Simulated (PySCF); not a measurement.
## Sr: excitation energy

Sr [Kr] 5s2 (1S) → Sr [Kr] 5s1 5p1 (3P), as a difference of total energies. All numbers are calculated (PySCF 2.14, scalar relativity by spin-free X2C-1e, in ANO-RCC-VTZP (7s6p3d1f, 47 functions)). Correlated levels: valence: [Kr] frozen; valence and next inner shell: [Ar] 3d10 frozen. The calculations carry no spin-orbit coupling.

Order these methods by the excitation energy they give, lowest first.
A. MP2 (valence)
B. MP2 (valence and next inner shell)
C. SCS-MP2 (valence and next inner shell)
D. wB97M-V

A (1.415 eV), B (1.720 eV), C (1.764 eV), D (2.073 eV).

Errors of the correlated levels include the incompleteness of this basis and the frozen core.

The basis was made for the ground configuration and has no added diffuse functions, so the excitation energy can come out too high.

For comparison: 1.823 eV (measured; NIST levels, between the centres of gravity of the two terms).
